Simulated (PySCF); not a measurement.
Computed shifts of a molecule C₄H₆F₂, KT2/pcSseg-1 run with PySCF, GIAO, gas phase, equivalent atoms averaged, in ppm (number of nuclei): ¹³C: 131.9 (1), 126.3 (1), 119.6 (1), 23.4 (1). ¹⁹F: -153.2 (1), -179.6 (1). ¹H: 6.63 (1), 6.42 (1), 5.77 (1), 2.22 (3). References: ¹³C against TMS (σ = 185.1 ppm); ¹⁹F against CFCl3 (σ = 127.1 ppm); ¹H against TMS (σ = 31.47 ppm), references at their B3LYP-D3(BJ)/def2-TZVP geometries, non-relativistic. Coordinates come from a B3LYP-D3(BJ)/def2-SVP optimisation. One conformer was computed; it need not be the lowest.

### Question
Which structure fits?
A) F[C@H]1CC[C@@H]1F
B) C/C=C/C(F)F
C) C=CCC(F)F
D) C[C@@]1(F)C[C@@H]1F

### Answer
B, C/C=C/C(F)F
